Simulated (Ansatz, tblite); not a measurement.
Cost and result up the ladder for CdCl2⁺ (the lowest doublet isomer of a short search) (3 atoms). Total charge 1; doublet. Geometry: r2SCAN-D4/def2-TZVP.

```csv
atom,x (Å),y (Å),z (Å)
Cd1,0.000,-0.001,0.000
Cl2,-1.088,-0.299,1.997
Cl3,1.088,0.300,-1.997
```

Ansatz on 4 threads of Arm Neoverse V2 on a shared host; xTB runs through tblite on one thread. Times are rough, summed over both states, and most runs start from the orbitals of an earlier one. CCSD(T)/def2-TZVPP serves as the yardstick here, not as an exact answer. Differences are given only for rows in sets of like size (and for xTB, whose basis is part of the method), since another set adds its own error. The other state is a quartet at its own geometry.

In the def2 sets Cd takes a core potential, while STO-3G treats all electrons; there is no spin–orbit coupling. The xTB rows come from tblite. B3LYP takes the VWN-RPA correlation. HSE06 is defined as in plane-wave codes, on full-range PBE exchange. Correlated methods freeze 10 core orbitals; core or outer-core shells of Cd are correlated, in sets that lack core-valence functions. In CCSD on the charge 1 doublet the largest single amplitude is 0.16, so its Hartree–Fock determinant may place the open shell otherwise than the density functionals do. HOMO above LUMO, or a gap near zero within one spin, warns that the state may not be the lowest or that an electron is smeared out. The structure comes from a short search, and lower isomers may exist.

Correlated methods converge slowly with the basis.

xTB has no spin-polarisation term.

| level | functions | quartet − doublet (eV) | difference from CCSD(T)/def2-TZVPP (eV) | remarks |
| --- | --- | --- | --- | --- |
| GFN1-xTB | 22 | 3.48 | 1.24 | – |
| revPBE-D4/def2-TZVP | 114 | 3.03 | 0.80 | gap within one spin near zero (doublet) |
| PBE-D4/def2-TZVP | 114 | 3.22 | 0.99 | gap within one spin near zero (doublet) |
| r2SCAN0-D4/def2-TZVP | 114 | 2.61 | 0.38 | – |
| CCSD(T)/def2-TZVPP | 140 | 2.23 | 0.00 | – |
| HSE06-D4/def2-TZVP | 114 | 2.79 | 0.56 | – |
| HF/STO-3G | 45 | 3.08 | – | – |
| PBE0-D4/def2-TZVP (with forces) | 114 | 2.75 | 0.52 | – |
| HF/def2-TZVP | 114 | 1.16 | -1.07 | – |
| MP2/def2-TZVP | 114 | 2.34 | 0.11 | – |
| r2SCAN-D4/def2-TZVP | 114 | 3.11 | 0.88 | – |
| B3LYP-D4/def2-TZVP | 114 | 2.66 | 0.43 | – |
| GFN2-xTB | 22 | 2.82 | 0.59 | – |

(1) Estimate how long each takes.

Results:

(1) GFN1-xTB 0.004 s; GFN2-xTB 0.005 s; HF/STO-3G 1.4 s; HF/def2-TZVP 5.1 s; MP2/def2-TZVP 6.8 s; revPBE-D4/def2-TZVP 7.1 s; PBE-D4/def2-TZVP 12 s; HSE06-D4/def2-TZVP 18 s; B3LYP-D4/def2-TZVP 25 s; PBE0-D4/def2-TZVP (with forces) 34 s; r2SCAN-D4/def2-TZVP 35 s; r2SCAN0-D4/def2-TZVP 41 s; CCSD(T)/def2-TZVPP 96 s. On shared hardware such times vary by a factor of up to 3.
